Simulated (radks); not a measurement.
Q: Radial electron density D(r) = 4 pi r^2 rho(r) of an atom or ion with 19 electrons. All-electron calculation, Dirac Kohn-Sham, relativistic LDA (MacDonald-Vosko exchange, VWN5 correlation), spin-unpolarised, spherical densities, finite nucleus; Fermi nuclear charge, rms radius of each element as measured or else 0.836 A^(1/3) + 0.57 fm. Program: a radial shooting solver on a logarithmic mesh with Libxc functionals.

| r (bohr) | D(r) (e/bohr) |
|---|---|
| 0.002935 | 1.371 |
| 0.003309 | 1.700 |
| 0.003701 | 2.074 |
| 0.00414 | 2.522 |
| 0.00463 | 3.060 |
| 0.005221 | 3.751 |
| 0.005839 | 4.518 |
| 0.006531 | 5.422 |
| 0.007364 | 6.560 |
| 0.008237 | 7.796 |
| 0.009213 | 9.214 |
| 0.01039 | 10.95 |
| 0.01162 | 12.76 |
| 0.013 | 14.77 |
| 0.01454 | 16.94 |
| 0.01639 | 19.41 |
| 0.01833 | 21.80 |
| 0.0205 | 24.19 |
| 0.02312 | 26.66 |
| 0.02586 | 28.75 |
| 0.02892 | 30.51 |
| 0.03261 | 31.90 |
| 0.03648 | 32.63 |
| 0.0408 | 32.75 |
| 0.04563 | 32.25 |
| 0.05145 | 31.13 |
| 0.05755 | 29.71 |
| 0.06437 | 28.19 |
| 0.07258 | 26.81 |
| 0.08118 | 26.11 |
| 0.0908 | 26.23 |
| 0.1024 | 27.41 |
| 0.1145 | 29.41 |
| 0.1281 | 31.94 |
| 0.1433 | 34.45 |
| 0.1615 | 36.38 |
| 0.1807 | 36.80 |
| 0.2021 | 35.46 |
| 0.2278 | 32.05 |
| 0.2548 | 27.45 |
| 0.285 | 22.29 |
| 0.3214 | 17.26 |
| 0.3595 | 13.92 |
| 0.4021 | 12.36 |
| 0.4497 | 12.45 |
| 0.5071 | 13.65 |
| 0.5672 | 14.81 |
| 0.6344 | 15.18 |
| 0.7153 | 14.20 |
| 0.8 | 12.07 |
| 0.8948 | 9.260 |
| 1.009 | 6.173 |
| 1.128 | 3.747 |
| 1.262 | 2.007 |
| 1.412 | 0.9394 |
| 1.592 | 0.3542 |
| 1.78 | 0.1209 |
| 1.991 | 0.03481 |
| 2.245 | 0.007474 |
| 2.511 | 0.001450 |

What is the nuclear charge?

A: Z = 27. The innermost maximum, from 1s, lies near gamma/Z bohr with gamma = sqrt(1 - (Z/c)^2) = 0.980, here 0.0363 bohr (found: 0.0395), and its height grows with Z. The density is that of the cobalt ion Co8+ in [Ar] 3d1; the configuration itself is not fixed sharply by these data, and Z only to about a unit. D(r) has 3 maxima, at r = 0.0395, 0.176, 0.624 bohr, and minima at 0.0845, 0.422 bohr, inside which lie 2.10, 10.50 electrons.
